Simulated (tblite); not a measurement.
C5H9ClOSi.
Cartesian coordinates in Å at the GFN2-xTB level; atoms count from 1:
```xyz
17
C5H9ClOSi angstrom
O      0.9026   -0.4601   -1.2067
C      0.8038   -0.1299   -0.0465
C      1.9298    0.4584    0.7107
C      3.1030    0.6531    0.1127
Cl     4.4649    1.3230    0.8801
C     -0.4668   -0.2881    0.7518
C     -1.5862   -0.9297   -0.0576
Si    -2.2360    0.1665   -1.4751
H      1.7665    0.7187    1.7453
H      3.2493    0.3865   -0.9252
H     -0.7640    0.7009    1.1124
H     -0.2265   -0.8910    1.6346
H     -1.2201   -1.8719   -0.4668
H     -2.4083   -1.1759    0.6169
H     -2.6754    1.4345   -0.8751
H     -1.2440    0.4321   -2.5060
H     -3.3995   -0.5152   -2.0488
```

Method: GFN2-xTB as coded in tblite; computed harmonic values from a numerical Hessian at the method's own geometry, unscaled. This tight-binding method is rough: wavenumbers can miss measured ones by several per cent, in bad cases by 10 to 20. Modes of hydrogen on silicon can be 10 to 20 % off. One conformer, not necessarily the lowest. The optimisation stopped once no atom felt more than 0.01 eV/Å.

Lowest wavenumbers of the output (negative numbers stand for imaginary wavenumbers):
```
mode    cm-1
  1     -23.9
  2      31.0
  3      83.5
  4     104.1
  5     137.4
  6     171.5
  7     220.7
  8     268.6
  9     310.6
 10     409.8
 11     506.0
 12     529.3
 13     562.4
 14     648.3
 15     700.1
```

**Question.** Is this structure a minimum?

**Answer.** Not by this Hessian. 1 mode is imaginary beyond 20i (24i cm⁻¹), so at this level the point lies at or near a first-order saddle. The curvature is small, so loose convergence or finite differences may be the whole cause.

**Question.** Which atoms move in the imaginary mode?

**Answer.** 24i: H16 (Si–H hydrogen) 26 %, H15 (Si–H hydrogen) 21 %, O1 (ketone oxygen) 21 %, H17 (Si–H hydrogen) 15 %. These are shares of the mass-weighted motion.

**Question.** What is the remedy?

**Answer.** Step along that mode in both directions, optimise again with tighter thresholds and repeat the frequencies. The zero-point energy of this point (75.5 kcal/mol) counts the 44 real modes alone, and thermal corrections from it aren't those of a minimum.
